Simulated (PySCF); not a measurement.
H7ClO2Si3 (SMILES [SiH3]O[SiH](Cl)O[SiH3]), singlet, at a GFN2-xTB geometry, atoms displaced at random by about 0.08 Å a coordinate; PySCF with B3LYP/STO-3G, gradient by finite differences.

Input for PySCF:
```python
from pyscf import gto, scf, dft

mol = gto.Mole()
mol.atom = '''
    Si    0.005759    1.186180   -0.163206
    Cl   -0.131994    1.614153    1.822976
    O     1.389914    0.106181   -0.328383
    Si    2.137131   -1.259615   -0.421044
    O    -1.103763    0.141815   -0.666616
    Si   -2.112275   -1.134490   -0.575645
    H     0.063722    2.247868   -1.113282
    H     1.919462   -1.977563   -1.631784
    H     1.543490   -2.190497    0.818280
    H     3.644095   -0.969930   -0.237396
    H    -3.292975   -0.791531   -1.269898
    H    -2.447916   -1.503284    0.722810
    H    -1.268035   -2.254750   -1.234153
'''
mol.basis = 'sto-3g'
mol.charge = 0
mol.spin = 0
mol.verbose = 4
mol.build()

mf = dft.RKS(mol)
mf.xc = 'b3lyp'
mf.conv_tol = 1e-11
mf.kernel()
scan, done = mf.as_scanner(), []
scan.scf_summary = {}
def energy(d):
    c = mol.atom_coords()
    c[11, 2] += d
    e = scan(mol.set_geom_(c, unit='Bohr', inplace=False))
    done.append(scan.converged)
    return e
h = 1e-3
fd = (energy(h) - energy(-h)) / (2 * h)
print('dE/dx =', fd)
```

Output, abridged:

```
PySCF version 2.14.0

[INPUT] verbose = 4
[INPUT] num. atoms = 13
[INPUT] num. electrons = 82
[INPUT] charge = 0
[INPUT] spin (= nelec alpha-beta = 2S) = 0
[INPUT] symmetry False subgroup None
[INPUT] Mole.unit = angstrom
[INPUT] Symbol           X                Y                Z      unit          X                Y                Z       unit  Magmom
[...]
nuclear repulsion = 545.436065922715
number of shells = 33
number of NR pGTOs = 159
number of NR cGTOs = 53
basis = sto-3g
ecp = {}

******** <class 'pyscf.dft.rks.RKS'> ********
method = RKS
initial guess = minao
damping factor = 0
level_shift factor = 0
DIIS = <class 'pyscf.scf.diis.CDIIS'>
diis_start_cycle = 1
diis_space = 8
diis_damp = 0
SCF conv_tol = 1e-11
SCF conv_tol_grad = None
SCF max_cycles = 50
direct_scf = True
direct_scf_tol = 1e-13
XC library pyscf.dft.libxc version 7.1.2
    S. Lehtola, C. Steigemann, M. J. T. Oliveira, and M. A. L. Marques,  SoftwareX 7, 1–5 (2018)
XC functionals = b3lyp
    P. J. Stephens, F. J. Devlin, C. F. Chabalowski, and M. J. Frisch,  J. Phys. Chem. 98, 11623 (1994)
radial grids:
    Treutler-Ahlrichs [JCP 102, 346 (1995); DOI:10.1063/1.469408] (M4) radial grids

becke partition: Becke, JCP 88, 2547 (1988); DOI:10.1063/1.454033
pruning grids: <function nwchem_prune>
grids dens level: 3
symmetrized grids: False
atomic radii adjust function: <function treutler_atomic_radii_adjust>
small_rho_cutoff = 0
Set gradient conv threshold to 3.16228e-06
Initial guess from minao.
tot grids = 173240
init E= -1466.06139907546
[...]
cycle= 1 E= -1465.92013370019  delta_E= 0.141  |g|= 0.903  |ddm|= 4.22
[...]
cycle= 2 E= -1465.412921639  delta_E= 0.507  |g|= 1.73  |ddm|= 3.73
[...]
cycle= 3 E= -1466.21961822537  delta_E= -0.807  |g|= 0.132  |ddm|= 2.56
[...]
cycle= 4 E= -1466.22625330756  delta_E= -0.00664  |g|= 0.0601  |ddm|= 0.374
[...]
cycle= 5 E= -1466.22739524311  delta_E= -0.00114  |g|= 0.0238  |ddm|= 0.123
[...]
cycle= 6 E= -1466.2275838724  delta_E= -0.000189  |g|= 0.00149  |ddm|= 0.0404
[...]
cycle= 7 E= -1466.22758492564  delta_E= -1.05e-06  |g|= 0.000297  |ddm|= 0.00391
[...]
cycle= 8 E= -1466.22758495916  delta_E= -3.35e-08  |g|= 6.59e-05  |ddm|= 0.000568
[...]
cycle= 9 E= -1466.22758496075  delta_E= -1.59e-09  |g|= 1.33e-05  |ddm|= 0.000117
[...]
cycle= 10 E= -1466.22758496081  delta_E= -6e-11  |g|= 2.35e-06  |ddm|= 2.68e-05
[...]
cycle= 11 E= -1466.22758496082  delta_E= -9.32e-12  |g|= 2.16e-07  |ddm|= 6.01e-06
[...]
Extra cycle  E= -1466.22758496082  delta_E= -2.27e-13  |g|= 1.57e-07  |ddm|= 7.67e-07
converged SCF energy = -1466.22758496082
Create scanner for <class 'pyscf.dft.rks.RKS'>

WARN: Mole.unit (angstrom) is changed to Bohr

New geometry
   1 Si     0.005759000000   1.186180000000  -0.163206000000 AA    0.010882932751   2.241555334437  -0.308414641886 Bohr
   2 Cl    -0.131994000000   1.614153000000   1.822976000000 AA   -0.249432510086   3.050307093145   3.444925371655 Bohr
   3 O      1.389914000000   0.106181000000  -0.328383000000 AA    2.626556796699   0.200653009632  -0.620553933963 Bohr
   4 Si     2.137131000000  -1.259615000000  -0.421044000000 AA    4.038592282318  -2.380327372394  -0.795657846391 Bohr
   5 O     -1.103763000000   0.141815000000  -0.666616000000 AA   -2.085809776428   0.267991510355  -1.259721670253 Bohr
   6 Si    -2.112275000000  -1.134490000000  -0.575645000000 AA   -3.991621249766  -2.143875391058  -1.087811394975 Bohr
   7 H      0.063722000000   2.247868000000  -1.113282000000 AA    0.120417128110   4.247854884174  -2.103798079408 Bohr
   8 H      1.919462000000  -1.977563000000  -1.631784000000 AA    3.627257486510  -3.737052464073  -3.083624854447 Bohr
   9 H      1.543490000000  -2.190497000000   0.818280000000 AA    2.916773376005  -4.139439406681   1.546325093209 Bohr
  10 H      3.644095000000  -0.969930000000  -0.237396000000 AA    6.886341521897  -1.832902059999  -0.448613423067 Bohr
  11 H     -3.292975000000  -0.791531000000  -1.269898000000 AA   -6.222820885040  -1.495776809103  -2.399759426133 Bohr
  12 H     -2.447916000000  -1.503284000000   0.723339177211 AA   -4.625890815941  -2.840795047441   1.366912940097 Bohr
  13 H     -1.268035000000  -2.254750000000  -1.234153000000 AA   -2.396238866363  -4.260859979363  -2.332211165810 Bohr

******** <class 'pyscf.scf.hf.RKS_Scanner'> ********
method = RKS_Scanner
initial guess = minao
damping factor = 0
level_shift factor = 0
DIIS = <class 'pyscf.scf.diis.CDIIS'>
diis_start_cycle = 1
diis_space = 8
diis_damp = 0
SCF conv_tol = 1e-11
SCF conv_tol_grad = None
SCF max_cycles = 50
direct_scf = True
direct_scf_tol = 1e-13
XC library pyscf.dft.libxc version 7.1.2
    S. Lehtola, C. Steigemann, M. J. T. Oliveira, and M. A. L. Marques,  SoftwareX 7, 1–5 (2018)
XC functionals = b3lyp
    P. J. Stephens, F. J. Devlin, C. F. Chabalowski, and M. J. Frisch,  J. Phys. Chem. 98, 11623 (1994)
radial grids:
    Treutler-Ahlrichs [JCP 102, 346 (1995); DOI:10.1063/1.469408] (M4) radial grids

becke partition: Becke, JCP 88, 2547 (1988); DOI:10.1063/1.454033
pruning grids: <function nwchem_prune>
grids dens level: 3
symmetrized grids: False
atomic radii adjust function: <function treutler_atomic_radii_adjust>
small_rho_cutoff = 0
Set gradient conv threshold to 3.16228e-06
tot grids = 173240
init E= -1466.2275601345
[...]
cycle= 1 E= -1466.22761591418  delta_E= -5.58e-05  |g|= 9.01e-05  |ddm|= 0.000365
[...]
cycle= 2 E= -1466.22761591791  delta_E= -3.73e-09  |g|= 4.26e-05  |ddm|= 0.000319
[...]
cycle= 3 E= -1466.22761591876  delta_E= -8.56e-10  |g|= 8.54e-06  |ddm|= 9.88e-05
[...]
cycle= 4 E= -1466.22761591877  delta_E= -1.36e-11  |g|= 3.82e-06  |ddm|= 2.02e-05
[...]
cycle= 5 E= -1466.22761591878  delta_E= -7.28e-12  |g|= 4.98e-07  |ddm|= 6.48e-06
[...]
Extra cycle  E= -1466.22761591879  delta_E= -4.09e-12  |g|= 5.78e-07  |ddm|= 1.67e-06
converged SCF energy = -1466.22761591879

WARN: Mole.unit (angstrom) is changed to Bohr

New geometry
   1 Si     0.005759000000   1.186180000000  -0.163206000000 AA    0.010882932751   2.241555334437  -0.308414641886 Bohr
   2 Cl    -0.131994000000   1.614153000000   1.822976000000 AA   -0.249432510086   3.050307093145   3.444925371655 Bohr
   3 O      1.389914000000   0.106181000000  -0.328383000000 AA    2.626556796699   0.200653009632  -0.620553933963 Bohr
   4 Si     2.137131000000  -1.259615000000  -0.421044000000 AA    4.038592282318  -2.380327372394  -0.795657846391 Bohr
   5 O     -1.103763000000   0.141815000000  -0.666616000000 AA   -2.085809776428   0.267991510355  -1.259721670253 Bohr
   6 Si    -2.112275000000  -1.134490000000  -0.575645000000 AA   -3.991621249766  -2.143875391058  -1.087811394975 Bohr
   7 H      0.063722000000   2.247868000000  -1.113282000000 AA    0.120417128110   4.247854884174  -2.103798079408 Bohr
   8 H      1.919462000000  -1.977563000000  -1.631784000000 AA    3.627257486510  -3.737052464073  -3.083624854447 Bohr
   9 H      1.543490000000  -2.190497000000   0.818280000000 AA    2.916773376005  -4.139439406681   1.546325093209 Bohr
  10 H      3.644095000000  -0.969930000000  -0.237396000000 AA    6.886341521897  -1.832902059999  -0.448613423067 Bohr
  11 H     -3.292975000000  -0.791531000000  -1.269898000000 AA   -6.222820885040  -1.495776809103  -2.399759426133 Bohr
  12 H     -2.447916000000  -1.503284000000   0.722280822789 AA   -4.625890815941  -2.840795047441   1.364912940097 Bohr
  13 H     -1.268035000000  -2.254750000000  -1.234153000000 AA   -2.396238866363  -4.260859979363  -2.332211165810 Bohr

******** <class 'pyscf.scf.hf.RKS_Scanner'> ********
method = RKS_Scanner
initial guess = minao
damping factor = 0
level_shift factor = 0
DIIS = <class 'pyscf.scf.diis.CDIIS'>
diis_start_cycle = 1
diis_space = 8
diis_damp = 0
SCF conv_tol = 1e-11
SCF conv_tol_grad = None
SCF max_cycles = 50
direct_scf = True
direct_scf_tol = 1e-13
XC library pyscf.dft.libxc version 7.1.2
    S. Lehtola, C. Steigemann, M. J. T. Oliveira, and M. A. L. Marques,  SoftwareX 7, 1–5 (2018)
XC functionals = b3lyp
    P. J. Stephens, F. J. Devlin, C. F. Chabalowski, and M. J. Frisch,  J. Phys. Chem. 98, 11623 (1994)
radial grids:
    Treutler-Ahlrichs [JCP 102, 346 (1995); DOI:10.1063/1.469408] (M4) radial grids

becke partition: Becke, JCP 88, 2547 (1988); DOI:10.1063/1.454033
pruning grids: <function nwchem_prune>
grids dens level: 3
symmetrized grids: False
atomic radii adjust function: <function treutler_atomic_radii_adjust>
small_rho_cutoff = 0
Set gradient conv threshold to 3.16228e-06
tot grids = 173240
init E= -1466.22766567355
[...]
cycle= 1 E= -1466.22755369846  delta_E= 0.000112  |g|= 0.00018  |ddm|= 0.00073
[...]
cycle= 2 E= -1466.2275537134  delta_E= -1.49e-08  |g|= 8.5e-05  |ddm|= 0.000637
[...]
cycle= 3 E= -1466.2275537168  delta_E= -3.4e-09  |g|= 1.67e-05  |ddm|= 0.000197
[...]
cycle= 4 E= -1466.22755371689  delta_E= -9.32e-11  |g|= 7.52e-06  |ddm|= 3.95e-05
[...]
cycle= 5 E= -1466.22755371691  delta_E= -1.68e-11  |g|= 9.78e-07  |ddm|= 1.28e-05
[...]
cycle= 6 E= -1466.2275537169  delta_E= 6.37e-12  |g|= 3.69e-07  |ddm|= 1.97e-06
[...]
Extra cycle  E= -1466.2275537169  delta_E= -1.82e-12  |g|= 5.28e-07  |ddm|= 1.39e-06
converged SCF energy = -1466.2275537169
dE/dx = -0.031100941214390332
```
